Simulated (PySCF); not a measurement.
**Telling isomers of C3H10OSi4 apart by NMR**

No relativistic terms, a single conformation, gas phase, averaged over atoms made equivalent by symmetry, fast rotation or ring inversion. GFN2-xTB geometry; NMR shieldings at PBE0/pcSseg-1/GIAO; PySCF 2.14.

Scale: 1H, 13C vs TMS (reference shieldings calculated alike). Where no couplings were computed, multiplicities follow the n + 1 count of equivalent neighbours, and m marks all less simple cases (inequivalent or close neighbours, rings, F or P nearby). Shifts are as computed. Against solution values, carbons near 30 ppm lie about +3 ppm off and those near 130 ppm about +5 ppm. Of 1211 compounds with measured shifts, 218 miss one by over three times the rms of a fit or turn the order of signals round; such compounds aren't used in these exercises.

(1) Tabulate the signals of `C=C[Si@H]1[SiH2][Si@H](C=O)[SiH2]1`, `O=CC#C[Si@H]([SiH3])[SiH2][SiH3]` and their relative energies.

(2) What is the quickest way to tell C=C[Si@H]1[SiH2][Si@H](C=O)[SiH2]1 from O=CC#C[Si@H]([SiH3])[SiH2][SiH3]?

## Answers

(1) 
```json
{"SMILES": "C=C[Si@H]1[SiH2][Si@H](C=O)[SiH2]1", "carbon types": "2×CH 1×CH2", "δC": "264.2, 142.1, 140.4", "δH": "13.17 (d, 1H), 6.48 (m, 1H), 6.27 (m, 1H), 6.19 (m, 1H), 5.23 (m, 1H), 4.80 (m, 1H), 4.25 (m, 2H), 4.11 (m, 2H)", "E rel. (kcal/mol)": "0.0"}
{"SMILES": "O=CC#C[Si@H]([SiH3])[SiH2][SiH3]", "carbon types": "2×C 1×CH", "δC": "181.2, 115.0, 107.1", "δH": "9.47 (s, 1H), 4.53 (m, 1H), 3.67 (d, 3H), 3.65 (m, 3H), 3.60 (m, 1H), 3.42 (m, 1H)", "E rel. (kcal/mol)": "25.7"}
```

Energies are electronic energies at PBE0/pcSseg-1 on these geometries, without zero-point or thermal terms, each for the one conformer computed, which needn't be the lowest.

(2) Both give the same number of carbon signals, but DEPT or the intensities differ. The first has a carbonyl carbon (CH) at 264.2 ppm, the second an alkyne carbon (C) at 115.0 ppm. Their most deshielded carbons lie at 264.2 and 181.2 ppm. In the proton spectra the most deshielded non-exchanging signals are 13.17 (d, 1H) and 9.47 (s, 1H).
